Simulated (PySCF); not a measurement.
Molecule: SMILES B[N@@+](C)([AlH3-])CC, C3H13AlBN.

Cartesian coordinates in Å; atom numbers follow the order of the lines, from 1:
```xyz
19

B     0.102    0.428    1.672
N    -0.121   -0.059    0.365
C    -0.608   -1.418    0.174
Al   -1.970    1.039   -0.099
C     0.694    0.423   -0.745
C     2.055   -0.260   -0.825
H     0.733    1.401    1.811
H    -0.329   -0.167    2.580
H     0.163   -2.156    0.403
H    -0.942   -1.553   -0.857
H    -1.462   -1.583    0.833
H    -2.851    0.543    1.098
H    -1.411    2.501   -0.082
H    -2.223    0.378   -1.504
H     0.140    0.269   -1.680
H     0.833    1.499   -0.613
H     1.953   -1.324   -1.027
H     2.642    0.182   -1.626
H     2.591   -0.133    0.113
```

Frames of a GFN2-xTB Langevin trajectory at 300 K; GIAO PBE0/pcSseg-1 shieldings in PySCF 2.14.0 with density-fitted response routines, gas phase, non-relativistic; equivalent atoms averaged within each frame.

Referencing at the same level of theory: ¹¹B (σ = 100.07 ppm) vs BF3·OEt2; ¹⁵N (σ = 267.73 ppm) vs NH3; ¹³C (σ = 186.93 ppm) and ¹H (σ = 31.72 ppm) vs TMS; AlH4- for ²⁷Al (σ = 489.97 ppm). The references are static minima.

**Question.** How do the shifts (ppm) fluctuate along the trajectory?

**Answer.** 
```tsv
time (fs)	B1	N2	C5	C3	C6	Al4	H7/H8	H16	H12/H13/H14	H15
250	49.3	153.8	60.1	45.2	21.3	82.3	6.00	5.20	4.88	4.20
425	62.5	114.0	58.6	35.3	15.3	72.9	5.46	4.08	4.65	5.10
625	47.1	135.0	44.8	54.5	11.1	82.1	5.34	2.46	4.56	2.48
800	52.1	121.1	66.2	37.5	18.7	76.4	5.47	4.80	4.66	4.21
1000	61.8	96.7	46.3	46.1	16.5	26.8	5.92	4.63	4.33	3.11
mean of frames	54.6	124.1	55.2	43.7	16.6	68.1	5.64	4.23	4.61	3.82
standard deviation	7.2	21.6	9.3	7.6	3.8	23.4	0.30	1.07	0.20	1.03
```

5 frames give an uncertainty of the mean of about the standard deviation over 2.2 at best, since frames this close in time may not be independent; classical motion lacks zero-point vibration, and the reference would need the same averaging.
